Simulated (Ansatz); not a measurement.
`CNC1=CB1` at its PBE0-D4/def2-TZVP geometry, where that method's forces vanish. The species carries charge 0 and has multiplicity 1.

```xyz
11

C    -0.7030    1.5646    0.3121
N    -0.7817    0.1257    0.2824
C     0.2213   -0.6542   -0.1016
C     0.5555   -1.9645   -0.2867
B     1.5855   -0.9870   -0.5782
H    -0.9275    1.9566    1.3085
H     0.3133    1.8545    0.0489
H    -1.3904    2.0239   -0.4055
H    -1.6570   -0.3013    0.5392
H     0.1110   -2.9450   -0.1924
H     2.6729   -0.6733   -0.9265
```

**Question.** What forces (eV/Å) does B3LYP-D4/def2-TZVPP give on these atoms in Ansatz 0.2.0? (Estimate.)

**Answer.** Computed: 
```
C1   0.024  0.313  0.008
N2  -0.160 -0.129  0.049
C3   0.147 -0.123 -0.055
C4   0.000 -0.105 -0.007
B5   0.138  0.015 -0.046
H6   0.006 -0.004 -0.050
H7  -0.064  0.005  0.017
H8   0.030 -0.007  0.039
H9  -0.022 -0.002  0.008
H10  0.026  0.070 -0.005
H11 -0.126 -0.034  0.041
```

B3LYP here is the variant with VWN-RPA as its local correlation; programs differ in this.
